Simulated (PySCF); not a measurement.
AlH4, SMILES [AlH4-], charge -1. Coordinates come from a PBE-D3(BJ)/def2-TZVPD optimisation. The isomer is the one that the SMILES or the coordinates give; other isomers of the formula were not compared.

Computed equilibrium geometry at PBE-D3(BJ)/def2-TZVPD (PySCF confirms it by a frequency run) as Cartesian coordinates in Å, and its point group:
point group Td.
```xyz
5

Al     0.0000     0.0000     0.0000
H      0.9554     0.9554     0.9554
H     -0.9554     0.9554    -0.9554
H     -0.9554    -0.9554     0.9554
H      0.9554    -0.9554    -0.9554
```
Charge -1, spin multiplicity 1.
